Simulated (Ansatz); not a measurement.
Z-matrix (Å, degrees):
```
N
In 1 2.010
H 1 1.010 2 114.7
H 1 1.010 2 117.0 3 -129.7
N 2 2.010 1 127.7 3 167.8
Br 2 2.474 1 115.6 3 -25.1
H 5 1.010 2 114.7 1 -167.8
H 5 1.010 2 117.0 1 -38.1
```

The species carries charge 0 and has multiplicity 1. In takes the def2 core potential.

Question: List the r2SCAN/def2-TZVPP orbital energies in eV (Ansatz 0.2.0). (Best estimate.)

Answer: The calculation gave: Occupied: -13121.32, -1694.55, -1525.30, -1525.25, -1525.25, -385.12, -385.12, -234.19, -174.40, -174.23, -174.21, -125.79, -82.49, -82.31, -82.17, -68.23, -68.19, -68.18, -68.06, -68.06, -22.23, -22.04, -20.24, -19.70, -19.59, -19.39, -19.31, -18.64, -12.19, -12.14, -11.22, -9.11, -8.34, -7.35, -7.10, -6.72, -6.26. Lowest empty: -2.01, -0.85, 0.44, 0.57, 1.79, 2.08, 2.76, 3.05.
